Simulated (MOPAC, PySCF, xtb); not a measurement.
Dimer: CH5N (SMILES CN) (first 7 atoms) with CH2O2 (SMILES O=CO); geometry from B3LYP-D3(BJ)/def2-TZVP, rigid monomers moved along the line of their centres of mass till N2···H12 is 2.30 Å.
(charge 0, multiplicity 1):
```xyz
12

C     -0.28243     0.21700     0.09659
N      0.80153    -0.51392     0.77010
H      0.03996     1.24075    -0.09344
H     -1.14173     0.24602     0.76498
H     -0.59080    -0.23331    -0.85142
H      1.62336    -0.58020     0.18076
H      0.50019    -1.45765     0.98962
O     -1.05249    -0.79410     3.99130
C     -0.25234    -0.05602     4.51689
O      0.82072     0.45999     3.94496
H     -0.33888     0.27426     5.56297
H      0.87592     0.12457     2.98093
```

Counterpoise-corrected where a basis set is named; no monomer relaxation. Rows marked so take none.

Rows in 3-21G, STO-3G carry no dispersion term and start afresh at each structure. The state that PM7 reach isn't checked; PM7 holds dispersion and hydrogen-bond terms.

Run with MOPAC for PM7 (differences of heats of formation); PySCF for 3-21G rows, STO-3G rows; xtb for the GFN methods. Each number belongs to the level named beside it.

Problem. One of these levels gives -644.2 meV for the interaction energy. Name it.
A. PM7
B. HF/STO-3G (no counterpoise)
C. GFN1-xTB
D. B3LYP/3-21G (no counterpoise)

Solution. D, B3LYP/3-21G (no counterpoise). The others give -357.2 (PM7), -281.0 (GFN1-xTB), -258.9 (HF/STO-3G (no counterpoise))
